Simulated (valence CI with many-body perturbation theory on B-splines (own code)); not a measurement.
Results of a calculation; reference values are marked as such.
## Assign the levels of P

Level of theory: valence CI with perturbative core correlation (CI+MBPT): five valence electrons over a frozen Dirac-Fock core [Ne], radial functions for each j: 9 s, 9 p, 8 d, 6 f, 3 g, 1 h, with the one-electron correlation potential Σ1 (screened to all orders), the two-electron term Σ2, the three-electron term Σ3, Breit, model QED; selected single and double excitations, second order for the rest, scaled by the run's own slope (own B-spline code, finite nucleus).

Set against measurement, 25 paired levels are off by 56 cm⁻¹ on average, the worst by 186. These come from a selection out of the NIST Handbook of Basic Atomic Spectroscopic Data. Levels without a partner in it may be off by more. Among the levels kept, up to 2600 cm⁻¹ of a level comes from second order outside the variational space, and about a tenth of that is noise between levels of different J, which matters for small intervals.

| No. | J | Parity | E (cm⁻¹) | g |
| --- | --- | --- | --- | --- |
| 1 | 3/2 | odd | 0.0 | 2.002 |
| 2 | 3/2 | odd | 11483 | 0.800 |
| 3 | 5/2 | odd | 11519 | 1.200 |
| 4 | 1/2 | odd | 18850 | 0.666 |
| 5 | 3/2 | odd | 18934 | 1.333 |
| 6 | 1/2 | even | 55875 | 2.667 |
| 7 | 3/2 | even | 56064 | 1.734 |
| 8 | 5/2 | even | 56315 | 1.601 |
| 9 | 1/2 | even | 57829 | 0.669 |
| 10 | 3/2 | even | 58154 | 1.335 |
| 14 | 1/2 | odd | 64189 | 2.001 |
| 15 | 3/2 | even | 65215 | 0.800 |
| 16 | 5/2 | even | 65222 | 1.201 |
| 17 | 1/2 | odd | 65322 | 0.008 |

Energies count from the lowest level. Strongly mixed levels and levels close to another of their J and parity are left out, so the numbers can have gaps.

Task: Give configuration and LS term of each level.

Result: 1: 3s²3p³ ⁴S°; 2: 3s²3p³ ²D°; 3: 3s²3p³ ²D°; 4: 3s²3p³ ²P°; 5: 3s²3p³ ²P°; 6: 3s²3p²4s ⁴P; 7: 3s²3p²4s ⁴P; 8: 3s²3p²4s ⁴P; 9: 3s²3p²4s ²P; 10: 3s²3p²4s ²P; 14: 3s²3p²4p ²S°; 15: 3s²3p²4s ²D; 16: 3s²3p²4s ²D; 17: 3s²3p²4p ⁴D°.
